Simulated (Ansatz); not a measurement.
Gas-phase electronic energies from Ansatz, PBE0-D4/def2-TZVP geometries. CCSD(T)/CBS is the MP2 limit (def2-TZVPP, def2-QZVPP) plus CCSD(T) − MP2 in def2-TZVPP, frozen cores. Functionals use def2-TZVPP. Each species was taken in one conformer, which may not be the lowest.

`CC1=[C]([AlH2])C1` + `BBO` → `BB[O][AlH2]` + `CC1=CC1`  (ligand exchange at the Al–C bond)

Q: Is it downhill or uphill in electronic energy at CCSD(T)/CBS, and by how much? (Estimate.)

A: Ansatz gave: Downhill: ΔE = -22.3 kcal/mol.

Q: What do these levels give: r2SCAN, PBE0, MP2/def2-TZVPP, CCSD(T)/def2-TZVPP, SCS-MP2/def2-QZVPP, CCSD/CBS(def2)? (Estimate.)

A: Computed: r2SCAN -22.1, PBE0 -21.0, MP2/def2-TZVPP -21.8, CCSD(T)/def2-TZVPP -21.9, SCS-MP2/def2-QZVPP -22.9, CCSD/CBS(def2) -23.1 kcal/mol.

Largest T1 diagnostic among the species: 0.014.

In def2-TZVPP, CCSD(T) changes the Hartree–Fock value by +3.2 kcal/mol (the triples alone add +0.8 kcal/mol) and MP2 by +3.3 kcal/mol.
